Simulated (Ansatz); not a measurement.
Reaction (atomization): `B[As](N)[GaH2]` → As• + B• + Ga• + 6 H• + N•

Program: Ansatz. Geometries: PBE0-D4/def2-TZVP. ΔE: electronic, gas phase. CCSD(T)/CBS adds triple-zeta CCSD(T) − MP2 to the extrapolated MP2 energy (def2 sets, frozen cores). This one scheme is used for every species, atoms too. For atomizations the MP2-based limit and the directly extrapolated one differ by several kJ/mol either way, and by 10 to 25 for some Ge, Se and Sn compounds, so smaller differences from it don't rank the levels. Functionals use def2-TZVPP. B3LYP here is the variant with VWN-RPA as its local correlation; programs differ in this. HSE06 is defined as in plane-wave codes. Open shells (•) are unrestricted, without spin–orbit coupling. Spin–orbit coupling would lower the free atoms: a little for B; clearly for Ga. For As, Ga outer-core shells are correlated without core-valence functions, so the limit isn't a true one: a few kJ/mol of doubt a bond, and 10 to 20 or more in all where bonds break to atoms. Scalar relativity is left out up to krypton. One conformer a species, not always the lowest.

`B[As](N)[GaH2]`:

```xyz
10

B     0.140    1.537    0.305
As    0.598    0.053   -0.864
N    -1.011   -0.580   -1.544
Ga    0.843   -1.115    1.242
H     1.019    1.977    0.985
H    -0.950    2.030    0.315
H    -0.876   -0.997   -2.455
H    -1.704    0.154   -1.621
H    -0.195   -2.240    1.565
H     2.136   -0.820    2.073
```

```
             level  ΔE (kJ/mol)  difference from CCSD(T)/CBS
           PBE0-D4       2823.7                         -3.5
      CAM-B3LYP-D4       2847.0                         19.8
           ωB97M-V       2830.2                          3.0
            B2PLYP       2796.6                        -30.6
              BLYP       2788.7                        -38.5
            r2SCAN       2838.9                         11.7
             B3LYP       2805.4                        -21.8
           r2SCAN0       2789.7                        -37.5
             HSE06       2804.8                        -22.4
         CAM-B3LYP       2825.8                         -1.4
      MP2/def2-SVP       2603.8                       -223.4
  CCSD(T)/def2-SVP       2599.2                       -228.0
   CCSD/def2-TZVPP       2708.1                       -119.1
     HF/def2-QZVPP       1934.9                       -892.3
    MP2/def2-QZVPP       2803.4                        -23.8
SCS-MP2/def2-QZVPP       2825.3                         -1.9
       CCSD(T)/CBS       2827.2                            0
```

Largest T1 diagnostic among the species: 0.016.

From PBE to PBE0 (25 % exact exchange), in def2-TZVPP and without D4, ΔE moves by −47.6 kJ/mol: exact exchange takes away binding that semilocal exchange gives to molecules. At CCSD(T), def2-SVP lies −228.1 kJ/mol from the extrapolated value and def2-TZVPP −71.0 kJ/mol: correlation converges slowly with the basis, and small sets miss more of it in the bonded molecule than in its fragments. In def2-TZVPP, CCSD(T) changes the Hartree–Fock value by +823.5 kJ/mol (the triples alone add +48.1 kJ/mol) and MP2 by +829.2 kJ/mol; breaking electron pairs costs correlation energy, which Hartree–Fock lacks.
